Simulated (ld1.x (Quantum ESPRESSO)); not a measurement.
## LDA (PZ) PAW dataset for europium (Eu), fully relativistic all-electron reference.

europium (Eu), PAW, made with ld1.x (Quantum ESPRESSO) 7.5 (LDA (PZ), fully relativistic). Core [Kr] 4d10 4f6, reference 5s2 5p6 5d1 6s2 6p0. Waves: 5s (bound): rcut 2.00, rcutus 2.50 bohr; 6s (bound): rcut 2.00, rcutus 2.50 bohr; 5p (bound): rcut 2.65, rcutus 2.80 bohr; 6p (bound, empty): rcut 2.65, rcutus 2.80 bohr; 5d (bound): rcut 2.65, rcutus 3.00 bohr; 5d channel at 0.3 Ry: rcut 2.65, rcutus 3.00 bohr. Local part: all-electron potential smoothed inside 2.05 bohr (lloc = -1). Core correction: Bessel-smoothed model core inside 2.35 bohr. Augmentation charge: BESSEL, radius 2.15 bohr.

Open shells are filled in proportion to 2j + 1 (rel_dist='average').

All-electron outer shells of the reference configuration (LDA (PZ), scalar-relativistic, ld1.x):

```csv
shell,level (eV),outermost node (bohr),outermost maximum (bohr)
4d,-141.45,0.27,0.57
5s,-48.35,0.67,1.21
5p,-26.73,0.72,1.38
4f,-8.57,–,0.58
6s,-4.21,1.63,3.38
5d,-2.79,0.81,2.00
6p,-1.40,1.96,4.63
```

Results:

* Configuration tests: test run stopped at test 3 of 7 (negative rho)

The ghost test of this file was not conclusive.

Generation and tests took about 1.8 s on one core of a shared server CPU.
